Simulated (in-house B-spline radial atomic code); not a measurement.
Mn III (Mn2+): [Ar] 3d4 5p1 (an excited or competing configuration)

Method: Dirac-Hartree-Fock, average of configuration, Fermi nucleus of rms radius 3.7057 fm. Calculated with a radial B-spline atomic code at the basis-set limit.

Screening seen three ways: the hydrogenic charge with the same mean radius, Z_r = [3n² - l(l+1)]/(2<r>), the one with the same energy, Z_e = n√(-2ε), and Slater's rules. Values are occupation-weighted means over j.

| shell | electrons | ε (eV) | <r> (bohr) | Z_r | Z_e | Slater |
| --- | --- | --- | --- | --- | --- | --- |
| 1s | 2 | -6634.1 | 0.06086 | 24.65 | 22.08 | 24.70 |
| 2s | 2 | -836.99 | 0.2775 | 21.62 | 15.69 | 20.85 |
| 2p | 6 | -710.5 | 0.2463 | 20.30 | 14.45 | 20.85 |
| 3s | 2 | -137.13 | 0.8438 | 16.00 | 9.52 | 13.75 |
| 3p | 6 | -98.891 | 0.8913 | 14.02 | 8.09 | 13.75 |
| 3d | 4 | -45.61 | 1.036 | 10.14 | 5.49 | 5.95 |
| 5p | 1 | -9.563 | 6.171 | 5.91 | 4.19 | 3.00 |

The least bound orbital is 5p3/2 at -9.551 eV, and it is also the most diffuse (<r> = 6.179 bohr).

Spin-orbit splittings of the orbital energies (j = l + 1/2 above j = l - 1/2 when positive): 2p 10.61 eV, 3p 1.389 eV, 3d 0.1326 eV, 5p 0.03554 eV.

For the 1s electron the small component carries 0.807 % of the norm, the zero-frequency Breit interaction raises the level by 7.378 eV, self-energy by 3.603 eV, and vacuum polarisation lowers it by 0.3003 eV.
